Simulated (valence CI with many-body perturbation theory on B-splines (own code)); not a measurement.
Results of a calculation; reference values are marked as such.
Basis-set convergence for I21+

Level of theory: relativistic CI+MBPT: four valence electrons over a frozen Dirac-Fock core [Ar] 3d10, radial functions for each j: 9 s, 9 p, 8 d, 6 f, 3 g, 1 h, with the one-electron correlation potential Σ1 (screened to all orders), the two-electron term Σ2, the three-electron term Σ3, Breit, model QED; selected single and double excitations, second order for the rest, scaled by the run's own slope (own B-spline code, finite nucleus).

No measured levels were compared; by estimate levels hold to about 250 cm⁻¹ or 0.2 % of their energy and the worst to 1 %, as in measured heavy ions of charge 2 to 7; those with d or f electrons hold less well.

The reference run has the lowest level (4s^2 4p1/2^2) J=0 and an ionisation energy of 650.023 eV. Its largest variational space holds 20002 state functions.

Levels are named by their leading jj configuration (3d3/2^4 stands for four electrons in 3d with j = 3/2), which in mixed levels can hold well under half, so a name can repeat and another be missing. Letters in brackets count levels of one name in rising energy.

Changed runs:
A. basis 6 s, 6 p, 5 d, 3 f, 1 g
B. basis 5 s, 5 p, 4 d, 2 f

Excitation energies of the reference run in cm⁻¹, and shifts in cm⁻¹:

| Level | Reference | A | B |
| --- | --- | --- | --- |
| (4s^2 4p1/2 4p3/2) J=1 | 100481 | -67 | -207 |
| (4s^2 4p1/2 4p3/2) J=2 | 119521 | +17 | +121 |
| (4s^2 4p3/2^2) J=2 | 234744 | -11 | +66 |
| (4s^2 4p3/2^2) J=0 | 280678 | +107 | +541 |
| (4s 4p1/2^2 4p3/2) J=2 | 473910 | -196 | -621 |
| (4s 4p1/2^2 4p3/2) J=1 | 544761 | +1.6 | +120 |
| (4s 4p1/2 4p3/2^2) J=2 [a] | 579679 | -118 | -299 |
| (4s 4p1/2 4p3/2^2) J=3 | 611076 | -67 | -111 |
| (4s 4p1/2 4p3/2^2) J=0 | 651191 | +23 | +254 |
| (4s 4p1/2 4p3/2^2) J=1 [a] | 665085 | +5.1 | +179 |
| (4s 4p1/2 4p3/2^2) J=2 [b] | 670583 | -13 | +82 |
| (4s 4p1/2 4p3/2^2) J=1 [b] | 713578 | +127 | +592 |
| Ionisation energy (eV) | 650.023 | -0.031 | -0.105 |
